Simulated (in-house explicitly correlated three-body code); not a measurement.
The numbers below are computed, except where a source is named.
# Taking the two-electron ground state apart, Z = 3.88

A variational code in 260 exponentially correlated functions gives, for two electrons around a point charge Z = 3.88 (non-relativistic, fixed nucleus, atomic units): E = -12.7849044, <1/r> = 3.567765 per electron, <1/r12> = 2.116048. From its density, U = 4.403157 (Hartree energy) and T_s = 12.743577 (kinetic energy of the doubly filled orbital √(n/2)). Further, <r²> = 0.248403 per electron, <r12²> = 0.512013 and <p1·p2> = 0.404688.

Task: Check the virial theorem, and compare with the screened hydrogenic estimate.

Result: V = −2Z<1/r> + <1/r12> = -27.685856 + 2.116048 = -25.569808, and 2E = -25.569809, so T = −E = 12.784904. A product of 1s orbitals with exponent Z − 5/16 = 3.5675 gives −3.5675² = -12.72706, which is 57.8 millihartree too high.

Task: Find the exchange and correlation energies of density-functional theory.

Result: For two electrons in one orbital E_x = −U/2 = -2.201579. The potential part of correlation is U_c = <1/r12> − U − E_x = -0.085530, the kinetic part T_c = T − T_s = 0.041327, and E_c = T_c + U_c = -0.044203 hartree. Restricted Hartree-Fock gives -12.740710, so the correlation energy of wave-function theory is -0.044195.

Task: What do the second moments say about angular correlation and diamagnetism?

Result: From r12² = r1² + r2² − 2 r1·r2, <r1·r2> = <r²> − <r12²>/2 = -0.00760 bohr². It vanishes for a product of s orbitals, and its negative sign shows that the electrons favour opposite sides of the nucleus. The Langevin susceptibility is −0.79199e-6 × 2<r²> = -0.3935e-6 cm³/mol.

Task: How does a model nuclear mass of 7.8 u change the ionisation energy, to first order in m/M (1 hartree = 27.211386 eV)?

Result: m/M = 1/(7.8 × 1822.8885) = 7.03308e-05. With a fixed nucleus the second electron is bound by −Z²/2 − E = 5.257704 hartree = 143.0694 eV. The reduced mass scales this by 1 − m/M, a change of -10.062 meV. The mass-polarisation term raises the two-electron state by (m/M)<p1·p2> = 28.46 microhartree, a further -0.774 meV. The sum is 143.0586 eV, before relativistic and QED terms.
